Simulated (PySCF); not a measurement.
Molfile (atoms numbered from 1):
```
C4H2F6O3
     RDKit          3D

 15 15  0  0  0  0  0  0  0  0999 V2000
   -2.1098   -0.9680   -0.9106 F   0  0  0  0  0  0  0  0  0  0  0  0
   -1.3671   -1.0738    0.2039 C   0  0  0  0  0  0  0  0  0  0  0  0
   -1.6548   -2.2132    0.7887 F   0  0  0  0  0  0  0  0  0  0  0  0
   -1.6563   -0.0627    1.0623 O   0  0  0  0  0  0  0  0  0  0  0  0
   -1.1475    1.1699    0.6314 C   0  0  0  0  0  0  0  0  0  0  0  0
    0.2414    1.0728    0.4694 O   0  0  0  0  0  0  0  0  0  0  0  0
    0.5912    0.0894   -0.4040 C   0  0  1  0  0  0  0  0  0  0  0  0
    0.3077    0.4723   -1.6737 F   0  0  0  0  0  0  0  0  0  0  0  0
    2.1118   -0.1414   -0.2992 C   0  0  0  0  0  0  0  0  0  0  0  0
    2.4882   -1.0527   -1.1809 F   0  0  0  0  0  0  0  0  0  0  0  0
    2.7503    0.9910   -0.5502 F   0  0  0  0  0  0  0  0  0  0  0  0
    2.4290   -0.5554    0.9164 F   0  0  0  0  0  0  0  0  0  0  0  0
   -0.0324   -1.1164   -0.1489 O   0  0  0  0  0  0  0  0  0  0  0  0
   -1.3375    1.8994    1.4244 H   0  0  0  0  0  0  0  0  0  0  0  0
   -1.6250    1.4752   -0.3157 H   0  0  0  0  0  0  0  0  0  0  0  0
  1  2  1  0
  2  3  1  0
  2  4  1  0
  4  5  1  0
  5  6  1  0
  6  7  1  0
  7  8  1  6
  7  9  1  0
  9 10  1  0
  9 11  1  0
  9 12  1  0
  7 13  1  0
 13  2  1  0
  5 14  1  0
  5 15  1  0
M  END
```

Geometry: PBE0-D3(BJ)/def2-SVP; GIAO absolute shieldings from PySCF 2.14, gas phase, non-relativistic, averaged over equivalent atoms.

At PBE0/pcSseg-1 (231 basis functions):
| atoms | σ (ppm) |
| --- | --- |
| F1 | 246.8 |
| F3 | 252.1 |
| F10/F11/F12 | 276.1 |
| F8 | 288.3 |
| C2 | 61.9 |
| C9 | 62.6 |
| C7 | 71.7 |
| C5 | 99.3 |
| O13 | 171.8 |
| O4 | 206.4 |
| O6 | 224.1 |
| H15 | 25.69 |
| H14 | 26.09 |

Q: Estimate the result of repeating the calculation with wB97X-D/pcSseg-2.

A: 
```csv
atoms,σ at wB97X-D/pcSseg-2,change
F1,246.3,-0.5
F3,253.5,+1.4
F10/F11/F12,277.6,+1.5
F8,286.8,-1.5
C2,56.9,-5.0
C9,57.4,-5.2
C7,65.6,-6.1
C5,96.3,-3.0
O13,170.4,-1.4
O4,203.0,-3.4
O6,221.4,-2.7
H15,25.68,-0.01
H14,26.35,+0.26
```

The largest change is at C7 (sp3 carbon bearing two oxygens). Cost: 496 basis functions. The order of the carbon signals is the same at both levels.
